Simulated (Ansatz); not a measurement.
CH2NO (SMILES N[C]=O) moved off its minimum; all values from Ansatz (an electronic-structure program), cores frozen in correlated methods. Open shells are unrestricted.
(charge 0, multiplicity 2)
```xyz
5

N     -1.0803     0.0521     0.0581
C      0.1754    -0.3724    -0.0244
O      1.2020     0.2340    -0.0121
H     -1.2893     1.0412     0.0216
H     -1.8363    -0.6768     0.0515
```

Forces at r2SCAN/def2-TZVPP (eV/Å):

```tsv
atom	Fx	Fy	Fz
N1	-1.374	-1.498	-0.078
C2	0.297	-0.263	0.188
O3	0.165	0.144	-0.129
H4	-0.253	0.049	0.068
H5	1.165	1.567	-0.049
```

Problem. Give the forces (eV/Å), the total energy and the dipole at CCSD(T)/cc-pVTZ.

Solution. 
| atom | Fx | Fy | Fz |
|---|---|---|---|
| N1 | -1.969 | -1.233 | -0.026 |
| C2 | 0.474 | -0.609 | 0.137 |
| O3 | 0.437 | 0.324 | -0.119 |
| H4 | -0.192 | -0.091 | 0.062 |
| H5 | 1.249 | 1.609 | -0.054 |
Energy -168.9813 hartree, dipole 3.61 D.
